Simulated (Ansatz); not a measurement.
CH$_{6}$N$_{2}$Si (`N=C[SiH2]N`), 10 atoms. Total charge 0; spin multiplicity 1. All runs use 2 threads of an Arm Neoverse V2 on a shared host. Correlated methods freeze the cores.

Question: How many basis functions does each run have, and how long does it take in Ansatz? RHF-CCSD(T)/def2-TZVPP energy; RKS SPW92 (LDA)/def2-TZVPP energy; RKS PBE-D4/def2-TZVPP energy and forces; RKS PBE0-D4/def2-QZVPP energy; RKS revPBE-D4/def2-TZVPP energy; direct RPA on PBE orbitals/def2-TZVPP energy; RKS PBE0-D4/def2-TZVP relaxation (6 steps); RKS PBE0-D4/def2-SVP energy; RHF-CCSD(T)/def2-SVP energy; RHF-MP2/def2-QZVPP energy; RKS PBE0-D4/def2-TZVP frequencies; RKS ωB97M-V/def2-SVP energy. (Estimate.)

Answer: Ansatz gave: Other jobs shared the machine, so times are rough.

```tsv
level	job	functions	wall time	peak host memory (GiB)
RKS PBE0-D4/def2-SVP	energy	90	1.1 s	0.4
RKS SPW92 (LDA)/def2-TZVPP	energy	219	1.4 s	0.23
RKS revPBE-D4/def2-TZVPP	energy	219	2.3 s	0.23
RKS PBE-D4/def2-TZVPP	energy and forces	219	2.9 s	0.24
RHF-CCSD(T)/def2-SVP	energy	90	3.7 s	0.4
RKS ωB97M-V/def2-SVP	energy	90	4.8 s	0.4
direct RPA on PBE orbitals/def2-TZVPP	energy	219	7 s	0.49
RKS PBE0-D4/def2-QZVPP	energy	421	9 s	1.1
RKS PBE0-D4/def2-TZVP	relaxation (6 steps)	166	23 s	0.33
RHF-MP2/def2-QZVPP	energy	421	25 s	2
RHF-CCSD(T)/def2-TZVPP	energy	219	98 s	3.3
RKS PBE0-D4/def2-TZVP	frequencies	166	2.3 min	0.4
```
